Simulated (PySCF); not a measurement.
## Adding and removing an electron: GaO

PBE0; basis Ga def2-TZVPPD, O def2-TZVPPD; no relativity; PySCF 2.14. Neutral (UKS): doublet (σ ↑), Re = 1.705 Å, ωe = 741 cm⁻¹, De = 4.18 eV, HOMO -8.00 eV, LUMO -4.37 eV.

GaO⁻ (UKS): singlet (closed shell), Re = 1.712 Å, ωe = 821 cm⁻¹, De = 5.22 eV to Ga + O⁻. The energies at the minima are -1999.72524 hartree for GaO and -1999.81420 for GaO⁻.

Question: Work out the adiabatic electron affinity, without and with harmonic zero-point energies (1 hartree = 27.2114 eV, 1 eV = 8065.5 cm⁻¹), and the change of the bond length.

Answer: At PBE0: 0.08896 hartree = 2.421 eV between the minima; the zero-point term (741.0 − 821.0)/2 cm⁻¹ = -0.005 eV makes it 2.416 eV. Re changes by +0.7 pm against the neutral. The electron enters a σ orbital; the charge polarises the partner, so the anion is bound more strongly.

For an ion De counts to the pair picked by the measured ionisation energies or electron affinities, which need not be the lowest pair at this level. States were picked by a PBE0 search and need not be the measured ground states.
